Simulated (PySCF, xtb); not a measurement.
NO3, SMILES [O]N([O])[O] (connectivity only; charge and spin as stated), neutral, multiplicity 2.

Harmonic wavenumbers (cm⁻¹) from GFN2-xTB (xtb 6.7.1) at its own minimum, in rising order: 424, 426, 768, 1142, 1273, 1274.

### Question
What does PySCF with B3LYP-D3(BJ)/def2-TZVP give at its own minimum? (The exact figures need the calculation; the answer reports its results.)

### Answer
232, 232, 809, 1110, 1110, 1133. Paired by order, the mean absolute difference is 127 cm⁻¹ and the zero-point energies are 7.6 and 6.6 kcal/mol.
